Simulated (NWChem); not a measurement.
System: C₃H₇BO; SMILES OB1CCC1

Parts of the log:

```
             Northwest Computational Chemistry Package (NWChem) 7.3.0
             --------------------------------------------------------

 C1  symmetry detected

                             Geometry "geometry" -> ""
                             -------------------------

 Output coordinates in angstroms (scale by  1.889725989 to convert to a.u.)

  No.       Tag          Charge          X              Y              Z
 ---- ---------------- ---------- -------------- -------------- --------------
    1 O                    8.0000     0.06879409    -1.95270149     0.10692622
    2 B                    5.0000     0.01301610    -0.61230171    -0.10761420
    3 C                    6.0000     1.15930955     0.48376564    -0.14034109
    4 C                    6.0000     0.00976078     1.47820479     0.24126159
    5 C                    6.0000    -1.14286985     0.48623115    -0.14261860
    6 H                    1.0000    -0.82185279    -2.34492435     0.17421317
    7 H                    1.0000     2.03494806     0.41128524     0.53524323
    8 H                    1.0000     1.53454164     0.67689790    -1.16814016
    9 H                    1.0000     0.00770040     2.45292093    -0.28975052
   10 H                    1.0000     0.00708444     1.68755331     1.33022634
   11 H                    1.0000    -2.02699777     0.43133086     0.52561933
   12 H                    1.0000    -1.50806004     0.67884710    -1.17456153

 Effective nuclear repulsion energy (a.u.)     160.4238706322

                                 NWChem DFT Module
                                 -----------------

 Summary of "ao basis" -> "ao basis" (spherical)
 ------------------------------------------------------------------------------
       Tag                 Description            Shells   Functions and Types
 ---------------- ------------------------------  ------  ---------------------
 O                           6-31g*                  6       14   3s2p1d
 B                           6-31g*                  6       14   3s2p1d
 C                           6-31g*                  6       14   3s2p1d
 H                           6-31g*                  2        2   2s

            General Information
            -------------------
          SCF calculation type: DFT
          Wavefunction type:  closed shell.
          No. of atoms     :    12
          No. of electrons :    38
           Alpha electrons :    19
            Beta electrons :    19
          Charge           :     0
          Spin multiplicity:     1
          Use of symmetry is: off; symmetry adaption is: off
          Maximum number of iterations: 150
          AO basis - number of functions:    84
                     number of shells:    44
          Convergence on energy requested:  1.00D-06
          Convergence on density requested:  1.00D-05
          Convergence on gradient requested:  5.00D-04

              XC Information
              --------------
                       B3PW91 Method XC Functional
                     Hartree-Fock (Exact) Exchange  0.200
                        Slater Exchange Functional  0.800 local
                    Becke 1988 Exchange Functional  0.720 non-local
                Perdew 1991 Correlation Functional  0.810 non-local
            Perdew 1991 LDA Correlation Functional  1.000 local

             Grid Information
             ----------------
          Grid used for XC integration:  medium
          Radial quadrature: Mura-Knowles
          Angular quadrature: Lebedev.
          Tag              B.-S. Rad. Rad. Pts. Rad. Cut. Ang. Pts.
          ---              ---------- --------- --------- ---------
          O                   0.60       49          11.0       434
          B                   0.85       49           9.0       434
          C                   0.70       49          10.0       434
          H                   0.35       45          11.0       434
          Grid pruning is: on
          Number of quadrature shells:   560
          Spatial weights used:  Erf1

      Superposition of Atomic Density Guess
      -------------------------------------

 Sum of atomic energies:        -215.74883094

      Non-variational initial energy
      ------------------------------

 Total energy =    -218.723045
 1-e energy   =    -608.518457
 2-e energy   =     229.371542
 HOMO         =      -0.313094
 LUMO         =       0.047955

     ---------------------------------------------
      Total Density - Mulliken Population Analysis
     ---------------------------------------------

    Atom       Charge   Shell Charges
 -----------   ------   -------------------------------------------------------
    1 O    8     8.86   2.00  0.93  3.11  0.89  1.92  0.01
    2 B    5     4.24   2.00  0.59  1.05  0.36  0.15  0.10
    3 C    6     6.71   2.00  0.72  2.04  0.68  1.24  0.03
    4 C    6     6.41   2.00  0.70  1.91  0.67  1.09  0.04
    5 C    6     6.71   2.00  0.72  2.03  0.68  1.25  0.03
    6 H    1     0.46   0.35  0.11
    7 H    1     0.77   0.46  0.31
    8 H    1     0.76   0.45  0.31
    9 H    1     0.78   0.47  0.31
   10 H    1     0.78   0.47  0.31
   11 H    1     0.77   0.46  0.31
   12 H    1     0.76   0.45  0.31

   convergence    iter        energy       DeltaE   RMS-Dens  Diis-err
 ---------------- ----- ----------------- --------- --------- ---------
 d= 0,ls=0.0,diis     1   -218.4772531045 -3.79D+02  1.04D-02  5.62D-01
 d= 0,ls=0.0,diis     2   -218.4837374940 -6.48D-03  6.05D-03  6.49D-01
 d= 0,ls=0.0,diis     3   -218.5400372943 -5.63D-02  1.56D-03  6.35D-02
 d= 0,ls=0.0,diis     4   -218.5457784384 -5.74D-03  4.58D-04  2.76D-03
 d= 0,ls=0.0,diis     5   -218.5461003240 -3.22D-04  1.11D-04  1.78D-04
  Resetting Diis
 d= 0,ls=0.0,diis     6   -218.5461235940 -2.33D-05  1.38D-05  1.26D-06
 d= 0,ls=0.0,diis     7   -218.5461237431 -1.49D-07  7.36D-06  1.65D-07

         Total DFT energy =     -218.546123743072
      One electron energy =     -613.319738632555
           Coulomb energy =      265.866599138234
    Exchange-Corr. energy =      -31.516854880909
 Nuclear repulsion energy =      160.423870632158

 Numeric. integr. density =       38.000000515090

                       DFT Final Molecular Orbital Analysis
                       ------------------------------------

 Vector   17  Occ=2.000000D+00  E=-3.233469D-01
              MO Center=  8.1D-02,  7.7D-01,  8.2D-02, r^2= 2.8D+00
   Bfn.  Coefficient  Atom+Function         Bfn.  Coefficient  Atom+Function
  ----- ------------  ---------------      ----- ------------  ---------------
    45      0.343037   4 C  px               31     -0.193173   3 C  px
    59     -0.191266   5 C  px               60     -0.184530   5 C  py
    32      0.181400   3 C  py               49      0.178439   4 C  px
    73     -0.149660   7 H  s                47      0.146084   4 C  pz
    74     -0.138123   7 H  s                 5      0.134528   1 O  pz

 Vector   18  Occ=2.000000D+00  E=-2.913770D-01
              MO Center=  1.4D-01,  6.2D-01, -8.1D-02, r^2= 2.6D+00
   Bfn.  Coefficient  Atom+Function         Bfn.  Coefficient  Atom+Function
  ----- ------------  ---------------      ----- ------------  ---------------
    46     -0.309628   4 C  py               32      0.306702   3 C  py
    60      0.249947   5 C  py               20     -0.205231   2 B  s
    18     -0.201963   2 B  py               78     -0.185858   9 H  s
    36      0.177694   3 C  py               50     -0.178203   4 C  py
    77     -0.172790   9 H  s                 4      0.167315   1 O  py

 Vector   19  Occ=2.000000D+00  E=-2.719332D-01
              MO Center= -6.5D-02, -1.1D-01, -8.6D-02, r^2= 2.6D+00
   Bfn.  Coefficient  Atom+Function         Bfn.  Coefficient  Atom+Function
  ----- ------------  ---------------      ----- ------------  ---------------
    17      0.332855   2 B  px               60      0.253456   5 C  py
    31     -0.237433   3 C  px               59     -0.233928   5 C  px
    62     -0.204785   5 C  s                 3     -0.196580   1 O  px
    32     -0.192104   3 C  py               64      0.175949   5 C  py
    34      0.165369   3 C  s                63     -0.158491   5 C  px

 Vector   20  Occ=0.000000D+00  E= 1.676417D-02
              MO Center=  8.9D-04, -2.8D-01, -1.8D-01, r^2= 3.1D+00
   Bfn.  Coefficient  Atom+Function         Bfn.  Coefficient  Atom+Function
  ----- ------------  ---------------      ----- ------------  ---------------
    23      0.507623   2 B  pz               19      0.483752   2 B  pz
    84      0.386975  12 H  s                76      0.367897   8 H  s
    78      0.342576   9 H  s                82     -0.311914  11 H  s
    74     -0.294459   7 H  s                 9     -0.276184   1 O  pz
     5     -0.253774   1 O  pz               50     -0.174104   4 C  py

 Vector   21  Occ=0.000000D+00  E= 8.284006D-02
              MO Center= -8.6D-01, -2.1D+00,  1.2D-01, r^2= 2.6D+00
   Bfn.  Coefficient  Atom+Function         Bfn.  Coefficient  Atom+Function
  ----- ------------  ---------------      ----- ------------  ---------------
    72      1.325028   6 H  s                 6     -0.944975   1 O  s
     7      0.450740   1 O  px               62     -0.408844   5 C  s
    48      0.396546   4 C  s                34     -0.371443   3 C  s
    20      0.314331   2 B  s                 3      0.278135   1 O  px
    84      0.215087  12 H  s                71      0.162378   6 H  s

[...]
```

Level: B3PW91/6-31G* (spherical d). Structure relaxed at the PBE-D3(BJ)/def2-SVP level.

**Question.** Reconstruct the input file.

**Answer.** Several could match; the one computed here: the input that was run:
```
start job
memory heap 200 mb stack 900 mb global 1100 mb
geometry units angstroms noautoz
  O      0.084328    -1.941233     0.224439
  B      0.018754    -0.614860    -0.062345
  C      1.156111     0.487664    -0.147687
  C     -0.003919     1.491295     0.173323
  C     -1.145954     0.470221    -0.162976
  H     -0.803432    -2.336902     0.307784
  H      2.028216     0.459196     0.535711
  H      1.535943     0.628386    -1.182286
  H     -0.010836     2.435948    -0.409457
  H     -0.014917     1.758950     1.249389
  H     -2.033624     0.443790     0.502292
  H     -1.506476     0.603842    -1.205828
end
basis spherical
  * library 6-31g*
end
dft
  xc b3pw91
  iterations 150
  mulliken
end
task dft energy
```
